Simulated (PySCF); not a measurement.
A side-by-side comparison of computed properties.

First species: C6H9N2PSi.
SMILES: `P[SiH2]/N=C/c1ccncc1`

Second species: C₄H₉Cl₂PSi₂.
Geometry (GFN2-xTB, Å), atoms numbered from 1 in this order:
```
atom  x, y, z in Å
C1    -2.0082    0.2438   -1.4754
Si2   -1.9275    0.9505    0.2907
P3    -1.2559   -0.5240    1.8458
Si4    0.1876   -1.8244    0.7358
C5     1.3824   -0.7009   -0.1301
C6     2.1040    0.0888   -0.6867
C7     3.0165    0.9915   -1.3289
Cl8    3.9330    1.9173   -0.0960
Cl9    4.1621    0.0769   -2.3642
H10   -2.6634   -0.6219   -1.5296
H11   -2.3865    0.9862   -2.1713
H12   -1.0226   -0.0636   -1.8169
H13   -0.9627    2.0522    0.3494
H14   -3.2555    1.4063    0.7189
H15   -2.3217   -1.3896    1.6941
H16    0.9178   -2.6435    1.7055
H17   -0.4175   -2.6562   -0.3131
H18    2.5094    1.7169   -1.9692
```

Levels: PBE0/pcSseg-1 for dipole moment, HOMO energy, LUMO energy and HOMO–LUMO gap; GFN2-xTB for rotational constant A and rotational constant C. Geometries: GFN2-xTB. Each species is one conformer at its optimised geometry, gas phase, non-relativistic unless stated. Electronic properties by PySCF.

The conformers computed, where there is a choice (atom-mapped SMILES and torsion angles):
- `[PH2:1][SiH2:2]/[N:3]=[CH:4]/[c:5]1[cH:6][cH:7][n:8][cH:9][cH:10]1`: P1–Si2–N3–C4 -104°, N3–C4–C5–C6 0°, H–P1–Si2–N3 46°, H–P1–Si2–N3 -46°
- `[CH3:1][SiH2:2][PH:3][SiH2:4][C:5]#[C:6][CH:7]([Cl:8])[Cl:9]`: C1–Si2–P3–Si4 33°, Si2–P3–Si4–C5 50°

```
             property   column X   column Y
        dipole moment     2.89 D     1.84 D
          HOMO energy   -7.31 eV   -7.31 eV
          LUMO energy   -1.23 eV   -2.31 eV
        HOMO–LUMO gap    6.08 eV    5.00 eV
rotational constant A  1.074 GHz  2.695 GHz
rotational constant C  0.287 GHz  0.359 GHz
```

Question: Which column belongs to which species?

Answer: Column X is the second species and column Y the first. The first has 19 atoms and 88 electrons, the second 18 and 110.

Question: How does each property change from the first species to the second?

Answer: dipole moment +1.05 D; HOMO energy 0.00 eV; LUMO energy +1.08 eV; HOMO–LUMO gap +1.08 eV; rotational constant A -1.621 GHz; rotational constant C -0.072 GHz.

On the first: The dipole matches unit charges of opposite sign 0.38 Å apart (1 e·Å = 4.8032 D).

On the second: In atomic units the dipole is 1.14 e·bohr (1 au = 2.5417 D).
